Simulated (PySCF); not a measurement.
Species: C4H6O4S.
Cartesian coordinates in Å at the GFN2-xTB level; atoms count from 1:
```xyz
15
C4H6O4S angstrom
C      2.1723   -0.2310   -0.0390
C      1.5981    0.1867    1.0737
O      0.3912    0.8340    1.1655
C     -0.4673    0.7247    0.1422
C     -1.2019    1.6847   -0.3806
S     -0.7393   -0.9704   -0.4576
O     -0.2498   -1.9397    0.4749
O     -0.3910   -1.0673   -1.8361
O     -2.3553   -1.0221   -0.3624
H      1.7088   -0.1313   -1.0049
H      3.1292   -0.7152   -0.0001
H      2.0466    0.1101    2.0528
H     -1.1144    2.7110   -0.0672
H     -1.9172    1.4345   -1.1400
H     -2.6145   -1.6009    0.3569
```

A PySCF run (density fitting, gas phase, GFN2-xTB geometry) gave HOMO -6.19 eV, LUMO -2.03 eV, dipole 2.60 D.

Problem. Which of these levels was it?
A. LDA/pcSseg-0
B. PBE0/IGLO-II
C. PBE0/pcSseg-1
D. KT3/def2-SVPD
E. CAM-B3LYP/def2-SVPD

Solution. D. It is KT3/def2-SVPD. All candidates on this geometry:

```tsv
level and settings	kind	basis functions	SCF cycles	E (Eh)	HOMO (eV)	LUMO (eV)	dipole (D)
LDA/pcSseg-0	LDA	97	18	-848.4389	-6.35	-2.24	2.68
KT3/def2-SVPD, grid level 4	GGA	247	17	-863.8167	-6.19	-2.03	2.60
PBE0/IGLO-II, grid level 1, fitting basis def2-qzvpp-jkfit	global hybrid	247	12	-854.4800	-7.20	-0.99	2.54
PBE0/pcSseg-1	global hybrid	190	15	-854.2772	-7.28	-1.02	2.65
CAM-B3LYP/def2-SVPD	range-separated hybrid	247	14	-854.3759	-8.67	-0.05	2.80
```

The nearest other candidate, by the summed differences of HOMO and LUMO, is LDA/pcSseg-0: its HOMO differs by -0.16 eV and its LUMO by -0.21 eV. Cycle counts include a coarse-grid stage where the run had one. KT3 was designed for NMR shieldings or shifts; total energies of different functionals aren't comparable.
